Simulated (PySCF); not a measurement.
## MoO: mean field, correlation and small terms against distance

State: ⁵Π, quintet, unpaired electrons σ ↑, π ↑, δ ↑↑. ROHF-based CCSD(T) in PySCF 2.14 with Mo aug-cc-pVDZ-PP with ECP28, O aug-cc-pVDZ and Mo aug-cc-pVTZ-PP with ECP28, O aug-cc-pVTZ (frozen core orbitals: 5; scalar-relativistic core potentials). Correlation energies are extrapolated as n⁻³ (n = 2, 3), Hartree–Fock as (n+1)·exp(−9√n). All energies in eV from Mo (4d5 5s1) + O.

| R (Å) | HF/CBS | CCSD corr. | (T) | total |
| --- | --- | --- | --- | --- |
| 1.4997 | 0.166 | -3.542 | -0.4707 | -3.847 |
| 1.5679 | -0.508 | -3.646 | -0.5223 | -4.677 |
| 1.6360 | -0.788 | -3.741 | -0.5765 | -5.106 |
| 1.7042 | -0.775 | -3.834 | -0.6332 | -5.242 |
| 1.7724 | -0.548 | -3.930 | -0.6918 | -5.170 |
| 1.8576 | -0.063 | -4.061 | -0.7655 | -4.890 |
| 1.9428 | 0.553 | -4.210 | -0.8357 | -4.493 |

A fit to the total gives Re = 1.7107 Å, De = 5.243 eV, ωe = 920.1 cm⁻¹, Be = 0.4189 cm⁻¹ (masses 97.9054 and 15.9949 u).

Task: At R = 1.7042 Å the CCSD correlation energy is -0.340674 hartree in the smaller basis and -0.396149 in the larger. Extrapolate it.

Result: (3³·E3 − 2³·E2)/(3³ − 2³) = -0.41951 hartree; the larger basis holds 94.4 % of it.

The T1 diagnostic is 0.051, large enough to doubt a single reference. The state was picked by a PBE0 search and need not be the measured ground state. Spin–orbit coupling, excitations beyond (T) and corrections to the Born–Oppenheimer picture are left out.
